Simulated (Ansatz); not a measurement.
Reaction (redistribution): `[SiH3]OB1N[SiH2]1` + `[CH3][InH2]` → `CB1N[SiH2]1` + `[SiH3][O][InH2]`

Isolated molecules relaxed with PBE0-D4/def2-TZVP in Ansatz; ΔE leaves out vibrations. CBS: MP2 limit from def2 TZ/QZ plus the TZ coupled-cluster correction, frozen cores. DFT in def2-TZVPP. def2 core potentials past Kr. For In outer-core shells are correlated without core-valence functions, which leaves a few kJ/mol of doubt a bond. One conformer a species, not always the lowest.

| species | PBE energy (Eh) |
| --- | --- |
| `[SiH3]OB1N[SiH2]1` | -737.09292 |
| `[CH3][InH2]` | -231.16191 |
| `CB1N[SiH2]1` | -410.56152 |
| `[SiH3][O][InH2]` | -557.68591 |

Problem. Work out ΔE.

Solution. ΔE = (-410.56152) + (-557.68591) − (-737.09292) − (-231.16191) = 0.00740 Eh = +0.20 eV. CCSD(T)/CBS gives +0.16 eV.

Largest T1 diagnostic among the species: 0.015.

From PBE to PBE0 (25 % exact exchange), in def2-TZVPP and without D4, ΔE moves by +0.04 eV. In def2-TZVPP, CCSD(T) changes the Hartree–Fock value by −0.04 eV (the triples alone add −0.01 eV) and MP2 by −0.04 eV.
